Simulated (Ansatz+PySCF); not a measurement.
The numbers below are computed, except where a source is named.
Several solutions for singlet H10

```xyz
10

H     0.0000    0.0000    0.0000
H     0.0000    0.0000    1.8000
H     0.0000    0.0000    3.6000
H     0.0000    0.0000    5.4000
H     0.0000    0.0000    7.2000
H     0.0000    0.0000    9.0000
H     0.0000    0.0000   10.8000
H     0.0000    0.0000   12.6000
H     0.0000    0.0000   14.4000
H     0.0000    0.0000   16.2000
```

Basis set: STO-3G (spherical functions). Charge 0, multiplicity 1.

UHF was run from several starts with Ansatz (development build ahead of 0.2.0) and PySCF 2.14.0.

| run | program | start | converged | energy (hartree) | <S²> |
| --- | --- | --- | --- | --- | --- |
| A | Ansatz | search for the lowest state | yes | -4.73782 | 4.11 |
| B | Ansatz | stability test followed | yes | -4.73782 | 4.11 |
| C | PySCF | guess huckel, instabilities followed | yes | -4.73782 | 4.11 |
| D | PySCF | guess atom, instabilities followed | yes | -4.73782 | 4.11 |
| E | PySCF | guess 1e, instabilities followed | yes | -4.73782 | 4.11 |
| F | Ansatz | atomic start, no search | yes | -4.18646 | 0.00 |
| G | PySCF | program defaults | yes | -4.18646 | 0.00 |
| H | PySCF | guess minao, instabilities followed | yes | -4.73782 | 4.11 |

**Question.** Which runs reached the lowest solution of this kind, and what is wrong with the others?

**Answer.** A, B, C, D, E, H reached the lowest solution found. Converged but too high: F by 15.00 eV, G by 15.00 eV. Convergence only shows a stationary point, and even a stable one can lie too high; stability tests and further starts are what find lower ones. Caution: the unrestricted determinant is a mixture of spin states. Caution: the determinant breaks the point group.
